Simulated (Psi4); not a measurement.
C2H5O (SMILES C[CH-]O), charge -1, singlet, geometry from GFN2-xTB (a gas-phase anion, which may not be bound at this level). Base run: CCSD(T)/def2-SV(P) run with Psi4.

Psi4 was given this input:
```
memory 2 GB

molecule mol {
-1 1
C     1.117013   -0.455382    0.165849
C     0.080549    0.685375    0.063515
O    -1.266793    0.000531   -0.217414
H    -1.540679   -0.297999    0.655228
H     0.274185    1.164554   -0.944485
H     2.122451   -0.018779    0.235434
H     0.953800   -1.039116    1.085718
H     1.139219   -1.192866   -0.668773
}

set {
  basis def2-sv(p)
  reference rhf
}

energy('ccsd(t)')
print_variables()
```

Each row names what was changed in the base input (with any setting that the change needs).

```tsv
change	ΔE vs base (kcal/mol)	MP2 correlation (Eh)	CC correlation without the perturbative part (Eh)	basis functions
base	0.000	-0.45074	-0.48397	52
method = mp4	[?]	-0.45074	-	52
cc_type = df	0.023	-0.45045	-0.48403	52
method = mp2	28.55	-0.45045	-	52
method = scs-mp2	[?]	-0.45074	-	52
freeze_core = on	3.98	-0.44391	-0.47773	52
scf_type = pk; mp2_type = conv	0.000	-0.45074	-0.48397	52
method = fno-ccsd(t)	0.000	-0.45074	-0.48397	52
method = cepa(1)	[?]	-0.45074	-	52
method = lccd	3.27	-0.45074	-	52
```

Question: Complete the blanks.

Answer: 
- method = mp4, ΔE vs base (kcal/mol): 0.77
- method = scs-mp2, ΔE vs base (kcal/mol): 32.00
- method = cepa(1), ΔE vs base (kcal/mol): 5.64

A gas-phase anion may not be bound at this level; its values then depend on the basis.
